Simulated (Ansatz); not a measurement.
Computed with Ansatz on PBE0-D4/def2-TZVP structures; ΔE is electronic, products minus reactants. CCSD(T)/CBS adds triple-zeta CCSD(T) − MP2 to the extrapolated MP2 energy (def2 sets, frozen cores). This one scheme is used for every species. DFT in def2-TZVPP. For Ge outer-core shells are correlated without core-valence functions, which leaves a few kJ/mol of doubt a bond. Scalar relativity is left out up to krypton.

Reaction (cleavage of the B–Si bond): `B[SiH](F)Cl` + `C[NH][GeH3]` → `B[N](C)[GeH3]` + `F[SiH2]Cl`

| level | ΔE (kcal/mol) |
| --- | --- |
| r2SCAN0-D4 | -43.1 |
| MP2/CBS(def2) | -45.4 |

(1) What does CCSD(T)/CBS give? (An estimate is asked.)

(2) What do rigid-rotor, harmonic-oscillator terms from PBE0-D4/def2-TZVP frequencies (298.15 K, 1 bar) make of the CCSD(T)/CBS value? (Best estimate.)

Largest T1 diagnostic among the species: 0.013.

## Answers

(1) Computed: -43.6 kcal/mol. The listed levels differ from it by 0.5, -1.8 kcal/mol.

(2) Ansatz gave: ΔZPE = +0.4 kcal/mol, ΔH = -43.9 kcal/mol, ΔS = -19 J/(mol·K), ΔG = -42.5 kcal/mol.

Leaving LDA and LC-ωPBE aside and taking each functional with its dispersion term where it has one, the values, not all of them listed here, spread over 2.9 kcal/mol, from CAM-B3LYP-D4 to revPBE-D4. LDA lies −4.2 kcal/mol from PBE without D4. In def2-TZVPP, CCSD(T) changes the Hartree–Fock value by −3.3 kcal/mol (the triples alone add −0.8 kcal/mol) and MP2 by −5.1 kcal/mol.
